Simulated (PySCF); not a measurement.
All values below come from CAM-B3LYP-D3(BJ)/def2-TZVP // CAM-B3LYP-D3(BJ)/def2-SVP (PySCF). All species are isolated molecules in the gas phase. One relaxed conformer stands for a flexible species; it need not be the lowest. Excitations are Tamm–Dancoff values on a coarser integration grid. The basis has no diffuse functions, so Rydberg states are missing or too high.

Reference species (SMILES): `C[N](C)[In]([F])[F]` (C–N–In–F torsion 180°) (neutral, multiplicity 1).

```
Item                   Result
-------------------  --------
LUMO                 -1.30 eV
T1 excitation (TDA)   2.99 eV
```

Changed species: `[F][In]([F])[F]` (0 of 3 F replaced by N(CH3)2; the reference has 1 of 3 F replaced by N(CH3)2).

**Question.** Give the shifts of the LUMO and T1 excitation (TDA).

**Answer.** the LUMO drops by 1.29 eV, to -2.59 eV; the T1 excitation (TDA) increases by 2.57 eV, to 5.56 eV.
